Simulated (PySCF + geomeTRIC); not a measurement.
Species: H3In, SMILES `[InH3]` (charge 0, multiplicity 1).

Question: Give a relaxed geometry from M06-2X/def2-TZVP run with PySCF + geomeTRIC.

Answer: the end point of this relaxation (outside a Z-matrix the atoms follow the SMILES, hydrogens last).
Z-matrix (Å, degrees):
```
In
H 1 1.7405
H 1 1.7405 2 120.02
H 1 1.7405 2 120.00 3 179.97
```
